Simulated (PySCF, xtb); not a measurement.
C4H6Ge, SMILES C=[C]([GeH3])C#C.

Harmonic wavenumbers (cm⁻¹) from GFN2-xTB (xtb 6.7.1) at its own minimum, in rising order: 87, 111, 207, 244, 360, 372, 505, 540, 546, 629, 667, 737, 772, 837, 863, 889, 925, 1148, 1398, 1628, 1980, 2068, 2073, 2237, 3069, 3096, 3387.

Problem. What does PySCF 2.14.0 with PBE-D3(BJ)/def2-SVP give at its own minimum? (An estimate is asked for; the answer gives what the named calculation found.)

Solution. 100, 121, 232, 261, 401, 412, 544, 609, 618, 627, 632, 724, 795, 844, 857, 906, 913, 1148, 1369, 1600, 2079, 2095, 2097, 2131, 3066, 3169, 3407. Paired by order, the mean absolute difference is 32 cm⁻¹ and the zero-point energies are 44.9 and 45.4 kcal/mol.
